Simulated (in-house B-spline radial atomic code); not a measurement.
Response of In IV (In3+) as one setting changes: the radius of a hard wall (bohr). Method: PBE. A dash marks a strongly mixed or unbound state. A box has no continuum, so excitations may lie above minus the highest level. Computed with a B-spline radial code for spherical atoms: linear response of the closed shell [Kr] 4d10 with the functional's adiabatic kernel; scalar-relativistic (spin-free one-electron X2C), finite nucleus, no spin-orbit coupling, no double excitations, S, P, D and F terms only; shells from n = 2 respond. Only terms of natural parity with L up to 3 were computed.

```tsv
radius of a hard wall (bohr)	lowest 1P (eV)	lowest 3P, Tamm-Dancoff (eV)	minus highest occupied level (eV)	α (bohr³)
2.5	4d → 5p 53.52	4d → 5p 50.31	40.43	1.867
3	4d → 5p 37.39	4d → 5p 34.81	45.48	2.544
3.5	4d → 5p 30.31	4d → 5p 28.191	47.13	3.037
4	?	?	?	?
4.5	4d → 5p 25.373	4d → 5p 23.771	47.82	3.45
5.5	4d → 5p 24.256	4d → 5p 22.846	47.87	3.52
6.5	4d → 5p 24.034	4d → 5p 22.678	47.87	3.527
8	4d → 5p 23.992	4d → 5p 22.649	47.87	3.527
10	?	?	?	?
15	4d → 5p 23.990	4d → 5p 22.648	47.87	3.527
```

(1) What belongs in the row for 10?

(2) What belongs in the row for 4?

## Answers

(1) lowest 1P (eV): 4d → 5p 23.990; lowest 3P, Tamm-Dancoff (eV): 4d → 5p 22.648; minus highest occupied level (eV): 47.87; α (bohr³): 3.527.

(2) lowest 1P (eV): 4d → 5p 26.980; lowest 3P, Tamm-Dancoff (eV): 4d → 5p 25.175; minus highest occupied level (eV): 47.66; α (bohr³): 3.318.
